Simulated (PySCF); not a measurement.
A calculated (M06, PySCF 2.14, aug-cc-pwCVTZ-DK with one added diffuse shell each of s, p, d, f, g type, scalar relativity by spin-free X2C-1e) atom or ion has these occupied shells.

```tsv
shell	electrons	orbital energy (eV)	rms radius, mean of both spins (bohr)
1s β	1	-7626.8	0.0649
1s α	1	-7626.8	0.0649
2s α	1	-913.40	0.277
2s β	1	-912.71	0.277
2p α	3	-779.95	0.249
2p β	3	-779.25	0.249
3s α	1	-105.75	0.834
3s β	1	-102.25	0.834
3p α	3	-67.184	0.894
3p β	3	-63.723	0.894
3d α	5	-7.281	1.39
3d β	3	-5.331	1.39
4s β	1	-5.102	3.40
```

**Question.** Name the element and its charge.

**Answer.** Co (cobalt, neutral), in [Ar] 3d8 4s1, 4s spin antiparallel (an excited configuration).
